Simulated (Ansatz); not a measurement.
Consider the ligand exchange at a B–C bond: `C=CB(S)Cl` + CH₃OH → `COB(S)Cl` + `C=C`.

Isolated molecules relaxed with PBE0-D4/def2-TZVP in Ansatz; ΔE leaves out vibrations. CCSD(T)/CBS adds triple-zeta CCSD(T) − MP2 to the extrapolated MP2 energy (def2 sets, frozen cores). This one scheme is used for every species. Functionals use def2-TZVPP. B3LYP here is the variant with VWN-RPA as its local correlation; programs differ in this. One conformer a species, not always the lowest.

```json
{"level": "PBE-D4", "ΔE (kJ/mol)": "-96.1", "difference from CCSD(T)/CBS": "6.7"}
{"level": "r2SCAN-D4", "ΔE (kJ/mol)": "-103.5", "difference from CCSD(T)/CBS": "-0.7"}
{"level": "PBE0-D4", "ΔE (kJ/mol)": "-98.1", "difference from CCSD(T)/CBS": "4.7"}
{"level": "B3LYP-D4", "ΔE (kJ/mol)": "-104.8", "difference from CCSD(T)/CBS": "-2.0"}
{"level": "ωB97X-V", "ΔE (kJ/mol)": "-106.3", "difference from CCSD(T)/CBS": "-3.5"}
{"level": "B2PLYP", "ΔE (kJ/mol)": "-106.3", "difference from CCSD(T)/CBS": "-3.5"}
{"level": "PBE", "ΔE (kJ/mol)": "-97.1", "difference from CCSD(T)/CBS": "5.7"}
{"level": "r2SCAN", "ΔE (kJ/mol)": "-103.7", "difference from CCSD(T)/CBS": "-0.9"}
{"level": "B3LYP", "ΔE (kJ/mol)": "-106.6", "difference from CCSD(T)/CBS": "-3.8"}
{"level": "MP2/def2-TZVPP", "ΔE (kJ/mol)": "-102.3", "difference from CCSD(T)/CBS": "0.5"}
{"level": "SCS-MP2/def2-TZVPP", "ΔE (kJ/mol)": "-104.8", "difference from CCSD(T)/CBS": "-2.0"}
{"level": "CCSD/def2-TZVPP", "ΔE (kJ/mol)": "-106.4", "difference from CCSD(T)/CBS": "-3.6"}
{"level": "CCSD(T)/def2-TZVPP", "ΔE (kJ/mol)": "-104.6", "difference from CCSD(T)/CBS": "-1.8"}
{"level": "MP2/def2-QZVPP", "ΔE (kJ/mol)": "-101.4", "difference from CCSD(T)/CBS": "1.4"}
{"level": "SCS-MP2/def2-QZVPP", "ΔE (kJ/mol)": "-104.1", "difference from CCSD(T)/CBS": "-1.3"}
{"level": "MP2/CBS(def2)", "ΔE (kJ/mol)": "-100.5", "difference from CCSD(T)/CBS": "2.3"}
{"level": "CCSD(T)/CBS", "ΔE (kJ/mol)": "-102.8", "difference from CCSD(T)/CBS": "0"}
```

Largest T1 diagnostic among the species: 0.013.

In def2-TZVPP, CCSD(T) changes the Hartree–Fock value by +10.1 kJ/mol (the triples alone add +1.7 kJ/mol) and MP2 by +12.5 kJ/mol.
